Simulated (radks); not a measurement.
Problem. Spin polarisation of the 5s1 shell in the strontium ion Sr+. Start: [Kr] 5s(up 0.5, down 0.5); electrons of 5s are moved from spin down to spin up, other shells keep equal spins. Calculated with a radial shooting solver on a logarithmic mesh with Libxc functionals: scalar-relativistic Kohn-Sham, PBE, spin-polarised, spherical densities, finite nucleus; Fermi nuclear charge, rms radius of each element as measured or else 0.836 A^(1/3) + 0.57 fm. Estimate the energy gained and the exchange splitting at a moment of 0.75 Bohr magnetons.

Solution. At moment 0.75 the spin-polarisation energy is -0.101 eV and the 5s exchange splitting 0.534 eV, that is 0.712 eV per Bohr magneton; E = -I m^2/4 would give I = 0.718 eV.
